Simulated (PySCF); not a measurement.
Vertical excitations of a molecule C3H3ClF2 from TDDFT-ωB97X/def2-SVPD (PySCF 2.14.0), as energy in eV (oscillator strength): 6.78 (0.000), 7.06 (0.010), 8.11 (0.007), 8.38 (0.000), 8.89 (0.065), 9.05 (0.009), 9.30 (0.001), 9.46 (0.034), 9.52 (0.044), 9.54 (0.001). Lowest triplet (TDA): 6.15 eV. Geometry: B3LYP-D3(BJ)/def2-SVP. Other conformers were not sampled.

Which structure fits?
(A) C=C(Cl)C(F)F
(B) F[C@@H]1C[C@@]1(F)Cl
(C) FC1(F)C[C@H]1Cl
(D) F[C@@H]1[C@H](F)[C@H]1Cl

D, F[C@@H]1[C@H](F)[C@H]1Cl
